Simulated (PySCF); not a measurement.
**Magnetic susceptibility: SMILES ClC1=C(Cl)[SiH2]C=CC1, C5H6Cl2Si**

Cartesian coordinates in Å; atom numbers follow the order of the lines, from 1:
```xyz
14

Cl   -2.278    1.950   -0.984
C    -0.961    0.928   -0.467
C     0.301    1.298   -0.631
Cl    0.685    2.817   -1.368
Si    1.770    0.245   -0.098
C     0.878   -1.238    0.613
C    -0.446   -1.337    0.645
C    -1.448   -0.345    0.149
H     2.564    0.970    0.899
H     2.591   -0.084   -1.267
H     1.458   -2.055    1.018
H    -0.916   -2.219    1.068
H    -2.108   -0.083    0.985
H    -2.090   -0.848   -0.584
```

The calculation used PySCF, GIAO PBE/pcSseg-1 magnetisability, rotational g tensor and spin-rotation constants, non-relativistic, gas phase. Geometry: GFN2-xTB.

Task: What are the magnetisability and the molar susceptibility?

Result: Isotropic -1456 × 10⁻³⁰ J/T², or -87.7 × 10⁻⁶ cm³/mol; principal values -1624, -1408, -1335 × 10⁻³⁰ J/T², anisotropy 260 × 10⁻³⁰ J/T² (root of half the summed squared differences of the principal values). The susceptibility is in cgs units.

Task: Split it along the inertial axes a, b, c into diamagnetic and paramagnetic parts about the centre of mass, with the quadrupole moment.

Result: 
```csv
axis,χ (10⁻⁶ cm³/mol),diamagnetic (10⁻⁶ cm³/mol),paramagnetic (10⁻⁶ cm³/mol),summed x² of all electrons (Å²),quadrupole Θ (D Å)
a,-84.5,-859.5,775.1,253.2,+1.18
b,-80.7,-1155.5,1074.8,183.4,+3.48
c,-97.8,-1852.4,1754.6,19.2,-4.67
```
Anisotropies 2χaa − χbb − χcc = +9.6 and 2χbb − χaa − χcc = +20.9 × 10⁻⁶ cm³/mol. Θ is traceless in Buckingham's convention.

Task: And the rotational g tensor?

Result: 
| axis | rotational constant (GHz) | g | nuclear part | electronic part |
| --- | --- | --- | --- | --- |
| a | 1.5703 | -0.0264 | 0.5454 | -0.5718 |
| b | 1.0982 | -0.0211 | 0.5334 | -0.5545 |
| c | 0.6537 | -0.0058 | 0.5330 | -0.5388 |

Asymmetric top; isotopes 12C, 35Cl, 1H, 28Si; no vibrational averaging.
